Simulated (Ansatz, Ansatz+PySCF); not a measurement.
```xyz
2

C     0.0000    0.0000    0.0000
C     0.0000    0.0000    1.4800
```

Basis set: def2-SVP (spherical functions). Frozen core: 2 orbitals. Charge 0, multiplicity 1.

Computed with Ansatz (development build ahead of 0.2.0); each method stands on the lowest determinant of its kind that the runs found. Restricted open shells among the atoms or ions are ROHF, correlated in semicanonical orbitals with singles.

The atomization energy at this shape (free ground-state atoms in the same class of orbitals less the molecule, no zero-point energy) of singlet C2:

| method | atomization energy |
| --- | --- |
| RHF-MP2 | 89.83 kcal/mol |
| UHF-MP2 | 82.53 kcal/mol |
| UHF | 70.59 kcal/mol |

(1) What does RHF give?

Results:

(1) 40.50 kcal/mol. Caution for RHF-MP2, RHF: an unrestricted determinant lies well below. Caution for RHF-MP2, UHF-MP2: bonds are stretched, where a single reference can fail. Caution for RHF-MP2: other determinants can give a lower correlated total. Caution for UHF-MP2, UHF: the unrestricted determinant is a mixture of spin states.
